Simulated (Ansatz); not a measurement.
```json
{"atom": "C", "x (Å)": "0.6830", "y (Å)": "0.7450", "z (Å)": "0.0283"}
{"atom": "C", "x (Å)": "-0.6250", "y (Å)": "0.7681", "z (Å)": "-0.0209"}
{"atom": "C", "x (Å)": "-0.6391", "y (Å)": "-0.8156", "z (Å)": "0.0251"}
{"atom": "C", "x (Å)": "0.6426", "y (Å)": "-0.7757", "z (Å)": "-0.0425"}
{"atom": "H", "x (Å)": "1.4794", "y (Å)": "1.5517", "z (Å)": "0.0318"}
{"atom": "H", "x (Å)": "-1.4481", "y (Å)": "1.5922", "z (Å)": "-0.0305"}
{"atom": "H", "x (Å)": "-1.4277", "y (Å)": "-1.5743", "z (Å)": "0.0434"}
{"atom": "H", "x (Å)": "1.4240", "y (Å)": "-1.5500", "z (Å)": "0.0470"}
```

Basis set: cc-pVDZ (spherical functions). Frozen core: 4 orbitals. Charge 0, multiplicity 1.

Computed with Ansatz (development build ahead of 0.2.0); each method stands on the lowest determinant of its kind that the runs found. Restricted open shells among the atoms or ions are ROHF, correlated in semicanonical orbitals with singles.

The atomization energy at this shape (free ground-state atoms in the same class of orbitals less the molecule, no zero-point energy) of singlet C₄H₄:

```
 method  atomization energy
RHF-MP2            33.07 eV
```

What does RHF give?

24.95 eV. Caution: in another basis set an unrestricted determinant lies well below; the shape is not the minimum.
